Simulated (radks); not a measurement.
Coulomb parameter of the 5d shell of the tungsten ion W+ in the model configuration [Xe] 4f14 5d4 6s1, as a second difference U = [E(n + 0.25) + E(n - 0.25) - 2 E(n)] / (0.25)^2 with all orbitals relaxed. "Bare": the charge of the atom changes with n. "Screened": the 6s shell takes up the change at fixed total charge, which measures U(5d,5d) + U(6s,6s) - 2 U(5d,6s). Calculated with a radial shooting solver on a logarithmic mesh with Libxc functionals: scalar-relativistic Kohn-Sham, PBE, spin-unpolarised, spherical densities, point nucleus.

case                      configuration  E - E(n) (eV)
start                 [Xe] 4f14 5d4 6s1          0.000
bare +0.25         [Xe] 4f14 5d4.25 6s1         -2.642
bare -0.25         [Xe] 4f14 5d3.75 6s1          3.231
screened +0.25  [Xe] 4f14 5d4.25 6s0.75          0.136
screened -0.25  [Xe] 4f14 5d3.75 6s1.25         -0.089

U(bare) = 9.410 eV, U(screened by 6s) = 0.756 eV, against the Slater integral F0(5d,5d) = 12.604 eV with frozen orbitals.
